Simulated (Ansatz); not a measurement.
Relaxed structures of GaHClO (charge -1), closed shell (PBE0-D4/def2-TZVPD; forces vanish, vibrations not checked; lower isomers may exist, and structures with a doubtful reference or unclear bonds are left out; Å). Program: Ansatz 0.2.0. Basis: def2-TZVPPD. Cores are frozen in the correlated methods. Filled d shells of the heavier atoms are correlated. The def2 sets are not built for correlating such inner shells, so the correlated values are less sure here.

Problem. Rank them by CCSD(T) energy, lowest first, and give each one's height above the lowest. Links in brackets join atoms within 1.22 times the sum of their covalent radii (1.1 for two metals). (To be estimated.)
A.
GaHClO ([O][Cl][GaH]), total charge -1
```
4
angstrom
O -2.2381 -0.3945 -0.1974
Ga 1.1144 -0.8374 0.4697
Cl -0.8338 0.3838 -0.2642
H 1.8106 0.6601 0.0372
```
B.
GaHClO ([O][GaH][Cl]), total charge -1
```
4
angstrom
O -1.8500 -0.0870 -0.2490
Ga -0.1849 0.1720 -0.0898
Cl 1.2190 -1.4502 0.7057
H 0.8158 1.3653 -0.3669
```
C.
GaHClO ([OH][Ga][Cl]), total charge -1
```
4
angstrom
O -0.5001 1.1081 -0.4608
Ga -1.3785 -0.5017 -0.0524
Cl 0.6840 -1.6214 0.6730
H 0.4344 0.9847 -0.2641
```

Solution. The calculation gives: C (0.0 kJ/mol), B (105.9 kJ/mol), A (522.9 kJ/mol). Heights count from the lowest.

No T1 diagnostic of these runs exceeds 0.021. The restricted Hartree–Fock reference is unstable towards an unrestricted one at one or more of these structures.

For scale, one of the runs: CCSD(T)/def2-TZVPPD, 162 basis functions, launched by `ansatz run in.yaml --threads 2 --pin off --events-out ev --progress --plain --max-ram 4352MiB`. Hardware: 2 CPU threads of an Intel Xeon Platinum 8375C, shared host. Wall time 25 s; peak host memory 1.2 GiB.
